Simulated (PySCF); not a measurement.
What an electron can do to MoBr

r²SCAN in PySCF with def2-TZVPPD on every atom (core potentials on Mo), for the lowest determinant that a PBE0 search found; no spin–orbit coupling.

```
species  state (unpaired electrons)  Re (Å)  ωe (cm⁻¹)  energy of the minimum from the neutral (eV)  De (eV)      dissociates to
   MoBr    sextet (σ ↑, π ↑↑, δ ↑↑)   2.432        270                                         0.00     3.39   Mo (4d5 5s1) + Br
  MoBr⁺    quintet (σ ↑, π ↑, δ ↑↑)   2.328        313                                         8.23     2.74      Mo⁺ (4d5) + Br
  MoBr⁻   septet (σ ↑↑, π ↑↑, δ ↑↑)   2.690        158                                        -1.25     1.12  Mo (4d5 5s1) + Br⁻
```

Q: Work out the lowest energy to break MoBr into atoms, from its vibrational ground state.

A: D0 = De − ωe/2 = 3.39 − 0.02 = 3.37 eV (r²SCAN/def2-TZVPPD).

Q: Work out the ionisation energy of the Mo atom at this level and the threshold of dissociative ionisation.

A: IE(Mo) = 8.23 + 2.74 − 3.39 = 7.58 eV, so Mo⁺ (4d5) + Br + e⁻ appears at D0 + IE(Mo) = 10.95 eV (r²SCAN/def2-TZVPPD). The measured IE(Mo) is 7.092 eV (NIST ASD).

Q: Work out the electron affinity of the Br atom and the threshold of dissociative attachment.

A: EA(Br) = 3.39 − 1.12 − (-1.25) = 3.52 eV, so Mo (4d5 5s1) + Br⁻ needs D0 − EA(Br) = -0.15 eV (negative: it is exothermic at zero electron energy) (r²SCAN/def2-TZVPPD). The measured EA(Br) is 3.364 eV.

Q: At which energy does ion-pair formation open?

A: Mo⁺ + Br⁻ lies at D0 + IE(Mo) − EA(Br) = 7.43 eV (r²SCAN/def2-TZVPPD).

These are thermodynamic thresholds; the onsets seen under electron impact lie higher where the geometry changes, and cross-sections peak well above them.

The metal atom is held in its measured ground configuration; semilocal functionals can put another filling of s and d lower by some tenths of an eV, and De to that atom would be smaller. Spin–orbit coupling is left out, which matters for elements this heavy, above all for dissociation energies. For an ion De counts to the pair picked by the measured ionisation energies or electron affinities, which need not be the lowest pair at this level. The highest Kohn–Sham level is positive in this anion. Much of that is self-interaction error, but it also means that the finite basis helps to hold the extra electron. With d or f electrons several states lie close, and the lowest PBE0 determinant need not be the measured ground state.
